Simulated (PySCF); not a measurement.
Start geometry of `[SiH3]c1c[nH]c(Cl)n1` from a GFN2-xTB structure with every atom displaced at random (by about 0.01 Å) (Å):
```
atom  x, y, z in Å
Si1    2.1894    0.2887    0.0490
C2     0.3037    0.0878   -0.0001
C3    -0.4752   -1.0443    0.0180
N4    -1.7292   -0.6386   -0.0283
C5    -1.7288    0.7106   -0.0884
Cl6   -3.1623    1.6287   -0.1560
N7    -0.5096    1.1843   -0.0639
H8     2.6297    0.9981   -1.1772
H9     2.7417   -1.0287    0.1313
H10    2.5461    1.0820    1.2390
H11   -0.1860   -2.0769    0.0850
H12   -2.5797   -1.2199   -0.0173
```

Task: What comes out of this run: PBE0-D3(BJ)/def2-SVP geometry optimisation, gas phase in PySCF?

Result: 
```
atom  x, y, z in Å
Si1    2.1228    0.2861    0.3954
C2     0.2939    0.1145    0.0629
C3    -0.4438   -1.0342   -0.1353
N4    -1.7325   -0.6198   -0.3466
C5    -1.7206    0.7393   -0.2667
Cl6   -3.1592    1.6352   -0.4774
N7    -0.5393    1.2167   -0.0263
H8     2.8011    1.0370   -0.7027
H9     2.7076   -1.0885    0.4767
H10    2.3681    0.9995    1.6836
H11   -0.1636   -2.0848   -0.1438
H12   -2.5452   -1.1955   -0.5244
```

The energy falls by 15.5 kJ/mol over 11 energy and gradient evaluations, the largest force component goes from 0.0659 to 2.0e-04 Eh/bohr, and the atoms move by 0.040 Å rms after alignment. The bond that changes most is Si1–H9 (SiH3 silicon to Si–H hydrogen), which lengthens by 0.065 Å. Bonds longer at the end by more than 0.005 Å: 8 of 12; shorter: 3. Among the angles that change most is H8–Si1–H9, from 111.9° to 108.9°. Rotational constants go from 5565, 912.5, 791.2 to 5601, 908.3, 788.8 MHz. The orientation of the end geometry is arbitrary; only internal coordinates are fixed.

The run used 131 basis functions and 77 SCF cycles in all. Time: 66 s; peak memory 0.55 GiB. Hardware: one thread of an Arm Neoverse V2, shared host with 48 logical CPUs at a one-minute load of 24.

Stationary, but not proved a minimum.
